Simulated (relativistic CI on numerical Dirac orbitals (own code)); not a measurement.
Ru6+: L-alpha,beta X-ray emission

Computed with this model: Dirac-Coulomb-Breit CI, orbitals from a KLI potential per configuration, QED by a radiative potential, valence Slater integrals scaled by 0.9, multiplet model of X-ray emission after core ionisation; configurations [Kr] 4d2 → [He] 2s2 2p5 3s2 3p6 3d10 4s2 4p6 4d2 → [Ar] 3d9 4s2 4p6 4d2; 300 K; Lorentzian 2 eV and Gaussian 0.6 eV FWHM. Energies are those of the free ion, without screening or charge transfer. S is read from ⟨S²⟩ = S(S + 1).

free ion: ground-state S = 0.98, centroid 2603.97 eV. Peaks (eV, height): 2561.8 (100), 2686.8 (47).

Strongest unbroadened transitions for free ion:

| Energy (eV) | Relative strength |
| --- | --- |
| 2557.65 | 9.1 |
| 2561.34 | 33.0 |
| 2561.43 | 9.3 |
| 2561.70 | 100.0 |
| 2561.82 | 16.5 |
| 2561.93 | 18.2 |
| 2561.95 | 14.4 |
| 2562.01 | 8.9 |
| 2562.04 | 22.7 |
| 2562.08 | 18.9 |
| 2562.24 | 20.1 |
| 2685.98 | 8.7 |
| 2686.15 | 11.8 |
| 2686.47 | 17.6 |
| 2686.78 | 69.2 |
| 2687.35 | 12.4 |
| 2687.82 | 14.7 |
| 2688.46 | 8.6 |
